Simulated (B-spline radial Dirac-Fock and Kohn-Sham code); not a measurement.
**Rh³⁺: scattering cross sections and density moments**

System: rhodium as Rh³⁺ in the configuration [Kr] 4d6, inside a Watson sphere of charge -3 and radius 3 Å (a model of the Madelung potential; inside it an electron's potential energy is raised by 14.4 eV).

Calculated with a radial finite-basis atomic code, using Dirac-Fock orbitals of the configuration average with a finite nucleus.

| Item | Value |
| --- | --- |
| Sum of ⟨r⟩ | 24.44 bohr |
| Sum of ⟨r²⟩ | 26.24 bohr² |
| Sum of ⟨1/r⟩ | 256.04 per bohr |
| Langevin diamagnetic susceptibility | -20.8 × 10⁻⁶ cm³/mol |
| Lamb shielding (α²/3)Σ⟨1/r⟩ | 4545 ppm |

Coherent scattering is the Thomson cross section weighted by f₀², without anomalous dispersion; incoherent scattering is Klein-Nishina weighted by S. The Lamb formula is the non-relativistic shielding expression. Electron correlation is left out.

```tsv
hν (keV)	coherent (b)	incoherent (b)	incoherent per electron (b)
2	1051	1.456	0.0347
8.0478	500.5	8.010	0.191
20	185.8	14.26	0.339
30	104.6	16.63	0.396
50	48.14	18.52	0.441
100	14.70	18.57	0.442
500	0.7225	11.99	0.286
1000	0.1843	8.829	0.210
```

Incoherent scattering overtakes coherent scattering between 50 and 100 keV.
